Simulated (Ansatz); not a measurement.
The Se1–H2 bond of SeH is stretched (multiplicity 2).


Correlated levels freeze the cores. Filled d and f shells under p-block atoms count as core.

Codes used: Ansatz (Gaussian orbitals). Values without a source in brackets are computed.

FIC-MRCISD+Q on CASSCF(7,5)/cc-pVTZ, total energies (hartree):

```tsv
R (Å)	CASSCF	MRCISD	weight c² of the reference
1.475	-2400.469092	-2400.605057	0.93814
2.581	-2400.381966	-2400.505496	0.93912
5.900	-2400.366796	-2400.486448	0.94092
```

Problem. Add the Davidson correction (E_MRCISD − E_CASSCF)(1 − c²)/c² and give the energies above the first point at the three levels.

Solution. 
Corrections (hartree): -0.008965, -0.008008, -0.007513. Above the first point (kcal/mol):
- R = 2.581 Å: CASSCF 54.7, MRCISD 62.5, with the correction 63.1
- R = 5.900 Å: CASSCF 64.2, MRCISD 74.4, with the correction 75.3

Ansatz is an electronic-structure program.
